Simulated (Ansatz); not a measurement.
Geometry optimisation, UKS PBE0-D4/def2-SVP (Ansatz 0.2.0).

The input (input.yaml):

```yaml
crystal:
  periodic: [false, false, false]
  atoms:
    - { symbol: In, position_ang: [-0.0585, 0.1559, 0.2529] }
    - { symbol: H, position_ang: [2.0958, -0.5866, 0.3762] }
    - { symbol: C, position_ang: [0.0217, 2.2559, -0.5652] }
    - { symbol: C, position_ang: [-1.3875, -1.2367, 1.4219] }
    - { symbol: H, position_ang: [1.8319, -0.987, -0.4822] }
    - { symbol: O, position_ang: [0.992, -1.2762, -1.4043] }
    - { symbol: H, position_ang: [1.0435, 2.4495, -0.8813] }
    - { symbol: H, position_ang: [-0.6452, 2.3039, -1.4223] }
    - { symbol: H, position_ang: [-0.2847, 2.9782, 0.1861] }
    - { symbol: H, position_ang: [-1.1573, -1.1883, 2.4817] }
    - { symbol: H, position_ang: [-2.4282, -0.9666, 1.2527] }
    - { symbol: H, position_ang: [-1.1895, -2.2358, 1.0425] }
    - { symbol: H, position_ang: [1.1658, -1.6662, -2.2586] }
magnetization:
  spin_polarized: true
basis:
  gaussian: { orbitals: def2-SVP }
hamiltonian:
  xc: pbe0
  dispersion: d4
relax:
  f_tol: 0.15
  max_steps: 25
  restrain:
    - { distance: [0, 5], at: 2.08, k: 30.0 }
    - { distance: [4, 1], at: 0.62, k: 30.0 }
    - { distance: [0, 1], at: 3.03, k: 30.0 }
    - { distance: [4, 5], at: 2.27, k: 30.0 }
```

Run as:

```bash
$ ansatz run input.yaml --threads 4 --pin off --max-ram 5120MiB --backend cpu --events-out ev --progress --plain --runs-dir out
```

Problem. Where does it end, and by what steps?

Solution. The run converged. The restraints hold the end off the free minimum. After 8 steps the energy has fallen by 1.007 eV (the restraints' own energy left out); H13 moved furthest, 0.77 Å. Joined: H2–H5 (0.98 → 0.71 Å).

```tsv
step	energy less start (eV)	largest force component (eV/Å)	accepted
0	0.0000	1.690	yes
1	0.1363	1.544	yes
2	0.1013	3.818	yes
3	-0.2762	3.912	yes
4	-0.6407	1.828	yes
5	-0.8282	1.584	yes
6	-0.9417	1.542	yes
7	-0.9840	1.748	yes
8	-1.0068	2.044	yes
```

```xyz
13
Properties=species:S:1:pos:R:3
In -0.354 -0.018 -0.191
H 2.491 -0.729 0.583
C -0.019 2.068 -0.632
C -1.343 -1.168 1.332
H 2.165 -1.010 0.023
O 0.510 -1.359 -1.497
H 1.055 2.233 -0.807
H -0.567 2.349 -1.544
H -0.353 2.703 0.198
H -0.939 -0.926 2.327
H -2.427 -0.980 1.348
H -1.159 -2.228 1.110
H 0.940 -0.934 -2.249
```

Time of the run: 47 s on 4 threads of Arm Neoverse N1, on a shared host, peak memory 0.38 GiB.
